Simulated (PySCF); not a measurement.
acetylene (C2H2), SMILES C#C. Atoms are numbered in the order given.

```xyz
4

C      0.0000     0.0000     0.6040
C      0.0000     0.0000    -0.6040
H      0.0000     0.0000     1.6752
H      0.0000     0.0000    -1.6752
```
Charge 0, spin multiplicity 1.

Geometry: PBE-D3(BJ)/def2-TZVPD.

Vertical ionisation energy (IE) and electron affinity (EA) in eV. Rows of orbital energies are one-electron estimates. Where ΔSCF, EOM or ADC give a negative EA the extra electron is unbound and the value depends on the basis.

| level | IE | EA |
|---|---|---|
| −ε(HOMO), −ε(LUMO), M06-2X/def2-TZVPD (PySCF) | 9.69 | -0.75 |
| −ε(HOMO), −ε(LUMO), CAM-B3LYP/def2-TZVPD (PySCF) | 9.80 | -1.19 |
| EOM-CCSD/aug-cc-pVDZ (PySCF) | 11.42 | -0.86 |
| ADC(2)/aug-cc-pVDZ (PySCF) | 11.10 | -0.85 |

### Question
Give the lowest 1s main lines (those of the lightest heavy element) from CVS-ADC(2)-x/aug-cc-pVDZ (PySCF, non-relativistic), with pole strengths. (The exact figures need the calculation; the answer reports its results.)

### Answer
292.4 eV (1.49), 292.5 eV (1.48).

### Question
Beyond the first one, list the lowest photoelectron lines from ADC(2)/aug-cc-pVDZ (PySCF 2.14.0) with their pole strengths (two spins summed). (The exact figures need the calculation; the answer reports its results.)

### Answer
16.48 eV (1.76), 18.44 eV (1.71).
